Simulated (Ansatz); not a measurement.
Cartesian coordinates (Å):
```xyz
9

C      0.5918    -1.2720     0.0256
C      1.2967    -0.0589     0.0761
C      0.3282     0.9139     0.0260
N     -0.8931     0.3115    -0.0504
C     -0.7457    -1.0553    -0.0517
H      2.3588     0.0993     0.1399
H      0.4215     1.9865     0.0393
H     -1.7707     0.7963    -0.0987
H     -1.5875    -1.7214    -0.1062
```
Charge 0, spin multiplicity 2.

Calculation: Ansatz (a quantum-chemistry and plane-wave program) with frozen-core CCSD(T)/cc-pVTZ // CAM-B3LYP-D3(BJ)/def2-TZVP.

```
Property                        Value
----------------------  -------------
HF energy               -208.22733 Ha
MP2 correlation energy    -0.79413 Ha
```

Question: Estimate the CCSD correlation energy, the (T) correction, the total energy and the T1 diagnostic.

Answer: 
```yaml
CCSD correlation energy: -0.82316 Ha
"(T) correction": -0.04265 Ha
CCSD(T) total energy: -209.09314 Ha
T1 diagnostic: 0.030
```
